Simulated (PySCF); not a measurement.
# How the method moves the HOMO and LUMO of `O=CCO[SiH2]O`

Compound: C2H6O3Si.
Numbering: `[O:1]=[CH:2][CH2:3][O:4][SiH2:5][OH:6]` (hydrogens: H7 on C2; H8, H9 on C3; H10, H11 on Si5; H12 on O6)

Cartesian coordinates in Å at the PBE0-D3(BJ)/def2-SVP level; atoms count from 1:
```xyz
12
C2H6O3Si angstrom
O     -1.130    1.519   -0.336
C     -1.770    0.509   -0.201
C     -1.132   -0.803    0.150
O      0.216   -0.719    0.391
Si     1.347    0.481    0.059
O      2.802   -0.232    0.420
H     -2.879    0.496   -0.341
H     -1.370   -1.503   -0.682
H     -1.670   -1.209    1.031
H      1.305    0.834   -1.390
H      1.289    1.638    0.981
H      3.031   -1.015   -0.089
```

Basis pcSseg-1 throughout (PySCF), one geometry. One conformer (not necessarily the lowest) at the PBE0-D3(BJ)/def2-SVP geometry, without solvent, vibrations or thermal averaging.

**Question.** How do the orbital energies, the gap and the dipole change with the method?

**Answer.** 
```json
{"method": "BLYP", "kind": "GGA", "HOMO (eV)": "-6.42", "LUMO (eV)": "-2.27", "gap (eV)": "4.15", "μ (D)": "3.76", "SCF cycles": "15"}
{"method": "OPBE", "kind": "GGA", "HOMO (eV)": "-6.45", "LUMO (eV)": "-2.28", "gap (eV)": "4.18", "μ (D)": "3.72", "SCF cycles": "16"}
{"method": "PBE", "kind": "GGA", "HOMO (eV)": "-6.50", "LUMO (eV)": "-2.39", "gap (eV)": "4.11", "μ (D)": "3.79", "SCF cycles": "16"}
{"method": "B97-D", "kind": "GGA", "HOMO (eV)": "-6.55", "LUMO (eV)": "-2.31", "gap (eV)": "4.24", "μ (D)": "3.81", "SCF cycles": "15"}
{"method": "BP86", "kind": "GGA", "HOMO (eV)": "-6.63", "LUMO (eV)": "-2.49", "gap (eV)": "4.14", "μ (D)": "3.85", "SCF cycles": "15"}
{"method": "LDA", "kind": "LDA", "HOMO (eV)": "-6.65", "LUMO (eV)": "-2.66", "gap (eV)": "3.99", "μ (D)": "3.96", "SCF cycles": "15"}
{"method": "KT2", "kind": "GGA", "HOMO (eV)": "-6.67", "LUMO (eV)": "-2.31", "gap (eV)": "4.36", "μ (D)": "3.73", "SCF cycles": "16"}
{"method": "KT3", "kind": "GGA", "HOMO (eV)": "-6.67", "LUMO (eV)": "-2.30", "gap (eV)": "4.37", "μ (D)": "3.64", "SCF cycles": "16"}
{"method": "B97-2", "kind": "global hybrid", "HOMO (eV)": "-7.81", "LUMO (eV)": "-1.30", "gap (eV)": "6.51", "μ (D)": "3.96", "SCF cycles": "14"}
{"method": "B3LYP", "kind": "global hybrid", "HOMO (eV)": "-7.84", "LUMO (eV)": "-1.49", "gap (eV)": "6.35", "μ (D)": "3.95", "SCF cycles": "14"}
{"method": "PBE0", "kind": "global hybrid", "HOMO (eV)": "-8.07", "LUMO (eV)": "-1.21", "gap (eV)": "6.86", "μ (D)": "4.00", "SCF cycles": "14"}
{"method": "mPW1PW91", "kind": "global hybrid", "HOMO (eV)": "-8.12", "LUMO (eV)": "-1.23", "gap (eV)": "6.89", "μ (D)": "4.01", "SCF cycles": "14"}
{"method": "CAM-B3LYP", "kind": "range-separated hybrid", "HOMO (eV)": "-9.51", "LUMO (eV)": "0.05", "gap (eV)": "9.56", "μ (D)": "4.06", "SCF cycles": "14"}
{"method": "BHandHLYP", "kind": "global hybrid", "HOMO (eV)": "-9.58", "LUMO (eV)": "0.10", "gap (eV)": "9.68", "μ (D)": "4.17", "SCF cycles": "13"}
{"method": "wB97X-D", "kind": "range-separated hybrid", "HOMO (eV)": "-9.99", "LUMO (eV)": "0.69", "gap (eV)": "10.68", "μ (D)": "4.07", "SCF cycles": "14"}
{"method": "LC-wPBE", "kind": "range-separated hybrid", "HOMO (eV)": "-10.82", "LUMO (eV)": "1.32", "gap (eV)": "12.14", "μ (D)": "4.14", "SCF cycles": "14"}
{"method": "HF", "kind": "Hartree–Fock", "HOMO (eV)": "-11.83", "LUMO (eV)": "3.28", "gap (eV)": "15.11", "μ (D)": "4.48", "SCF cycles": "11"}
```

The HOMO spans 5.42 eV, from BLYP down to HF, and the gap runs from 3.99 eV (LDA) to 15.11 eV (HF). Over the methods BLYP (0 %), OPBE (0 %), PBE (0 %), B97-D (0 %), BP86 (0 %), LDA (0 %), KT2 (0 %), KT3 (0 %), B97-2 (21 %), B3LYP (20 %), PBE0 (25 %), mPW1PW91 (25 %), BHandHLYP (50 %), HF (100 %), a straight line through the gap against the share of exact exchange rises by 1.09 eV for each 10 % (correlation coefficient 1.000). The dipole ranges from 3.64 D (KT3) to 4.48 D (HF). This basis has no diffuse functions.
